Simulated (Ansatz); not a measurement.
Stretching the Si1–F2 bond in BrFSi (SMILES F[Si]Br) (multiplicity 1 held, fragments rigid). Energies count from the point at 1.609 Å.
Geometry at that point (charge 0, multiplicity 1):
```xyz
3

Si     0.5391     0.7188     1.0058
F      0.9684     1.8731    -0.0303
Br    -0.4647    -0.7692    -0.3945
```

Signs of static correlation in def2-TZVPP, from Ansatz (a first-principles code) runs.

| R (Å) | T1 of restricted CCSD | ⟨S²⟩ of UHF | largest double amplitude of restricted CCSD |
|---|---|---|---|
| 1.288 | 0.012 | 0.017 | 0.082 |
| 1.448 | 0.013 | 0.041 | 0.082 |
| 1.609 | 0.015 | 0.046 | 0.080 |
| 1.770 | 0.016 | 0.032 | 0.078 |
| 1.931 | 0.018 | ___ | 0.075 |
| 2.173 | 0.021 | 0.000 | 0.067 |
| 2.414 | 0.026 | 0.000 | 0.064 |
| 2.816 | 0.037 | 0.873 | 0.098 |
| 3.219 | 0.056 | 0.986 | ___ |
| 3.702 | 0.100 | 1.018 | 0.254 |
| 4.345 | 0.075 | 1.028 | 0.059 |
| 5.150 | 0.045 | 1.028 | 0.057 |

**Question.** Complete the blanks.

**Answer.** 
- 1.931, ⟨S²⟩ of UHF: 0.002
- 3.219, largest double amplitude of restricted CCSD: 0.135

Doubts at one or more of the structures used: a restricted determinant that unrestricted orbitals would lower (R-CCSD(T)/def2-TZVPP); T1 above 0.05 (R-CCSD(T)/def2-TZVPP, U-CCSD(T)/def2-TZVPP); a spin-contaminated determinant (U-CCSD(T)/def2-TZVPP).
